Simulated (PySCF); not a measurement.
[Tl(H2O)]3+ at several levels of theory

Computed with PySCF 2.14.0 (density fitting, no spin-orbit coupling) at the geometry relaxed with PBE0:

```xyz
4
[Tl(H2O)]3+ (singlet)
Tl    0.0000   -0.0202   -0.2490
O     0.0000    0.1233    2.0207
H     0.8308   -0.2822    2.4766
H    -0.8308   -0.2822    2.4766
```

```tsv
level	basis	state	HOMO (eV)	gap (eV)	charge on Tl1 (e)	dipole about the centre of mass (D)	largest force component (eV/Å)
PBE0	Tl def2-SVP with ECP60, O def2-SVP, H def2-SVP	singlet	-31.44	3.37	2.15	7.66	0.00
revPBE	the same	singlet	-30.10	1.07	2.10	8.26	0.91
PBE0	Tl def2-TZVP with ECP60, O def2-TZVP, H def2-TZVP	singlet	-31.46	3.48	2.16	7.82	0.49
```

Charges are Mulliken's, which hang on the basis. The relaxation used the grid (50, 194), these runs (75, 302) or, all-electron (x2c bases, spin-free X2C Hamiltonian), (99, 590).

Problem. What does BP86 with Tl def2-SVP with ECP60, O def2-SVP, H def2-SVP give here?

Solution. state singlet, HOMO (eV) -30.33, gap (eV) 1.06, charge on Tl1 (e) 2.09, dipole about the centre of mass (D) 8.36, largest force component (eV/Å) 0.74. Time: 1.4 s on 2 threads of Arm Neoverse V1 (shared host), from an already converged density.

In the first row's basis the gap widens with exact exchange: 1.1 eV for BP86, revPBE (none); 3.4 eV for PBE0 (a fixed share).
